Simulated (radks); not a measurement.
The calcium ion Ca3+, 17 electrons, occupied as [Ne] 3s2 3p4.5 4f0.5 (fractional occupations, a model configuration). Method: non-relativistic Kohn-Sham, SOGGA, spin-polarised, spherical densities, point nucleus; open shells are filled with parallel spins first; computed with a radial shooting solver on a logarithmic mesh with Libxc functionals.

Local quantities along the radius. ELF = 1/(1 + alpha^2) is the electron localisation function; alpha = (tau - tau_W)/tau_unif compares the Pauli kinetic energy density with that of the uniform gas (summed over spins).

```
   r/bohr * ELF (the largest magnitude, 1, reaches the edge; | marks zero)
 0.006584 |                                                      *
 0.008642 |                                                      *
  0.01134 |                                                      *
  0.01501 |                                                      *
   0.0197 |                                                      *
  0.02607 |                                                      *
  0.03421 |                                                      *
  0.04527 |                                                     *
  0.05942 |                                                   *
  0.07862 |                                       *
   0.1032 |                  *
   0.1355 |             *
   0.1792 |                           *
   0.2352 |                                          *
   0.3113 |                                              *
   0.4086 |                                       *
   0.5406 |          *
   0.7096 |         *
   0.9388 |                                         *
    1.232 |                                               *
    1.617 |                                         *
     2.14 |       *
    2.809 *
    3.717 *
    4.879 |*
    6.455 *
    8.473 *
    11.21 *
```

On this mesh the ELF has minima near r = 0.14, 0.62 bohr, which separate the shells, and maxima near 0.31 (0.86), 1.2 (0.88).
